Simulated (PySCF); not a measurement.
All values below come from B3LYP-D3(BJ)/def2-TZVP // PBE0-D4/def2-TZVP (PySCF). All species are isolated molecules in the gas phase. One relaxed conformer stands for a flexible species; it need not be the lowest. B3LYP has the VWN-RPA correlation part, as in Gaussian. Excitations are Tamm–Dancoff values on a coarser integration grid. The basis has no diffuse functions, so Rydberg states are missing or too high.

Reference species (SMILES): `BC(=C)C` (neutral, multiplicity 1).

The S1 excitation (TDA) is 5.26 eV, the S1 oscillator strength comes out as 0.001 and the brightest of the four lowest singlets (TDA) is 5.65 eV.

Changed species: `C(/C)=C/B`.

Problem. What does the change do to the S1 excitation (TDA), S1 oscillator strength and brightest of the four lowest singlets (TDA)?

Solution. the S1 excitation (TDA) falls by 0.14 eV, to 5.12 eV; the S1 oscillator strength is nearly the same; the brightest of the four lowest singlets (TDA) increases by 0.08 eV, to 5.73 eV.
